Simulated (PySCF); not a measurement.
**SeCl: frontier orbitals**

CAM-B3LYP at R = 2.145 Å; Se 6-31G(d,p), Cl 6-31G(d,p); no relativity (PySCF 2.14). State: ²Π (doublet), unpaired electrons π ↑. Only the outer orbitals are listed, counted within each symmetry.

| spin | orbital | occ. | ε (eV) | on Se (%) | main shells (%) |
| --- | --- | --- | --- | --- | --- |
| α | 10σ | 1 | -25.98 | 22 | 76 Cl s, 18 Se s |
| α | 11σ | 1 | -20.76 | 75 | 74 Se s, 20 Cl s |
| α | 12σ | 1 | -13.00 | 42 | 55 Cl p, 34 Se p |
| α | 5π | 1 | -12.30 | 31 | 69 Cl p, 30 Se p |
| α | 5π | 1 | -11.83 | 21 | 79 Cl p, 20 Se p |
| α | 6π | 1 | -9.40 | 70 | 70 Se p, 30 Cl p |
| α | 6π | 1 | -8.45 | 80 | 80 Se p, 20 Cl p |
| α | 13σ | 0 | -1.24 | 72 | 69 Se p, 30 Cl p |
| α | 14σ | 0 | 5.99 | 108 | 101 Se s |
| α | 15σ | 0 | 7.45 | 100 | 97 Se p |
| β | 10σ | 1 | -25.74 | 19 | 79 Cl s, 14 Se s |
| β | 11σ | 1 | -19.81 | 76 | 75 Se s, 17 Cl s |
| β | 12σ | 1 | -12.76 | 43 | 55 Cl p, 33 Se p, 9 Se s |
| β | 5π | 1 | -11.73 | 18 | 82 Cl p, 18 Se p |
| β | 5π | 1 | -11.42 | 12 | 88 Cl p, 11 Se p |
| β | 6π | 1 | -8.16 | 82 | 82 Se p, 18 Cl p |
| β | 6π | 0 | -3.49 | 89 | 89 Se p, 11 Cl p |
| β | 13σ | 0 | -0.98 | 74 | 71 Se p, 28 Cl p |
| β | 14σ | 0 | 6.23 | 107 | 100 Se s |

**Question.** Which are the highest filled and the lowest empty level, where do they sit, and how wide is the gap?

**Answer.** Highest filled β 6π at -8.16 eV (in %: 82 Se p, 18 Cl p); lowest empty β 6π at -3.49 eV (in %: 89 Se p, 11 Cl p); the gap at CAM-B3LYP is 4.67 eV. Both belong to one degenerate shell, split only by its one-sided filling, so this is no excitation gap.

```
bond order (Mayer)                               : 1.11
⟨S²⟩                                             : 0.752
charge on Se (Mulliken, basis-dependent)         : 0.10
charge on Se (Löwdin, basis-dependent)           : 0.06
dipole moment (positive dipole means Se(−)Cl(+)) : -0.92 D
polarisability along the bond                    : 45.9 bohr³
polarisability across the bond                   : 18.0 bohr³
```

Shares are Mulliken populations and can fall outside 0 to 100 %.

Spin–orbit coupling is left out. The state is the lowest determinant that a PBE0 search found; another state may lie lower at other levels.
